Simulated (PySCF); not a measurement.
From one molecule to another.

First species: 3-methoxypentane, C₆H₁₄O.
Bonds: C1–C2, C2–C3, C3–C4, C4–C5, C3–O6, O6–C7. Hydrogens: H8, H9, H10 on C1; H11, H12 on C2; H13 on C3; H14, H15 on C4; H16, H17, H18 on C5; H19, H20, H21 on C7.

Second species: C6H9NO.
SMILES: `C=C(C)[C@@H](C#N)OC`

Levels: PBE0/pcSseg-1 for dipole moment, HOMO energy, LUMO energy and HOMO–LUMO gap; GFN2-xTB for rotational constant A and rotational constant C. Geometries: GFN2-xTB. Each species is one conformer at its optimised geometry, gas phase, non-relativistic unless stated. Electronic properties by PySCF.

Dipoles, sizes and rotational constants follow the conformer. The torsions of the flexible species, by atom-mapped SMILES:
- `[CH3:1][CH2:2][CH:3]([CH2:4][CH3:5])[O:6][CH3:7]`: C1–C2–C3–C4 -168°, C2–C3–C4–C5 -63°, C2–C3–O6–C7 -162°
- `[CH2:1]=[C:2]([CH3:3])[C@@H:4]([C:5]#[N:6])[O:7][CH3:8]`: C1–C2–C4–C5 116°, C2–C4–O7–C8 71°

**Question.** Which has the higher rotational constant A?

**Answer.** The first: 2.825 GHz against 2.222 GHz, a difference of 0.603 GHz.

**Question.** Which has the higher HOMO energy?

**Answer.** The first: -7.24 eV against -8.05 eV, a difference of 0.81 eV.

**Question.** Which has the higher rotational constant C?

**Answer.** The first: 1.405 GHz against 1.342 GHz, a difference of 0.063 GHz.

**Question.** Which has the higher dipole moment?

**Answer.** The second: 4.70 D against 1.18 D, a difference of 3.52 D.

**Question.** Which of the two has the higher LUMO energy, and by how much?

**Answer.** The first: 1.46 eV against -0.56 eV, a difference of 2.02 eV.

**Question.** Which of the two has the higher HOMO–LUMO gap, and by how much?

**Answer.** The first: 8.70 eV against 7.49 eV, a difference of 1.21 eV.

On the first: The dipole matches unit charges of opposite sign 0.25 Å apart (1 e·Å = 4.8032 D).

On the second: In atomic units the dipole is 1.85 e·bohr (1 au = 2.5417 D).
